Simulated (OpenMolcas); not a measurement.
An atom or ion with 30 electrons was computed by XMS-CASPT2, IPEA 0.25 Eh, imaginary shift 0.1 Eh with spin-orbit coupling (OpenMolcas, ANO-RCC-VTZP, DKH2). The lowest levels that the run gave, each within 12 % of the measured value where one is at hand:

```tsv
J	Parity	E (cm-1)	g
0	even	0.0	
0	odd	31814	
1	odd	31975	1.501
2	odd	32299	1.501
1	odd	50113	1.000
```

Task: Which ion is it, and what are the configurations and terms?

Result: Zn (Z = 30, neutral; active space 2 electrons in 4 orbitals (4s 4p)). J, parity and g give the terms where levels are pure, and mixed ones are named by the computed weights; the size of the splittings, set against known spectra of the 30-electron sequence, gives the charge. In order, with the measured energies in cm-1 (NIST Handbook of Basic Atomic Spectroscopic Data): 4s2 1S0, 4s 4p 3P* 0 (32311), 4s 4p 3P* 1 (32501), 4s 4p 3P* 2 (32890), 4s 4p 1P* 1 (46745).

Computed and measured levels are paired by configuration, term and J; levels that our copy of the source lacks, or whose pairing is in doubt (as where it misses far off the trend of its configuration), stay unpaired and out of the deviations. Only configurations of the active space appear.

* marks odd parity.
